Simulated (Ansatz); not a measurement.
The same molecule with X = Mg, Zn, Cd. Ansatz, PBE0-D4/def2-TZVP geometries, multiplicity 1. Each molecule was computed in one conformer, which needn't be the lowest.

Elements past krypton have def2 core potentials. Scalar relativity is left out up to krypton.

| X | molecule | mean X–O bond length / Å | HOMO–LUMO gap (ωB97M-V/def2-TZVPP) / eV | LUMO energy (B3LYP/def2-TZVPP) / eV | HOMO energy (PBE0/def2-TZVPP) / eV |
| --- | --- | --- | --- | --- | --- |
| Zn | `CC(C)[O][Zn][O]C(C)C` | 1.772 | 10.89 | -0.84 | -7.37 |
| Cd | `CC(C)[O][Cd][O]C(C)C` | 1.971 | 10.28 | -1.33 | -7.17 |

(1) Give the row for X = Mg, `CC(C)[O][Mg][O]C(C)C`. (An estimate is asked.)

Answers

(1) Ansatz gave: 
| X | molecule | mean X–O bond length / Å | HOMO–LUMO gap (ωB97M-V/def2-TZVPP) / eV | LUMO energy (B3LYP/def2-TZVPP) / eV | HOMO energy (PBE0/def2-TZVPP) / eV |
| --- | --- | --- | --- | --- | --- |
| Mg | `CC(C)[O][Mg][O]C(C)C` | 1.760 | 9.73 | -1.29 | -7.07 |

From Mg to Cd the mean X–O bond length rises at each step, by 0.211 Å in all; the HOMO–LUMO gap (ωB97M-V/def2-TZVPP) isn't monotonic: highest at Zn, lowest at Mg; the LUMO energy (B3LYP/def2-TZVPP) isn't monotonic: highest at Zn, lowest at Cd; the HOMO energy (PBE0/def2-TZVPP) isn't monotonic: highest at Mg, lowest at Zn. Bonds lengthen as the atom grows down the group.

B3LYP here is the variant with VWN-RPA as its local correlation; programs differ in this.
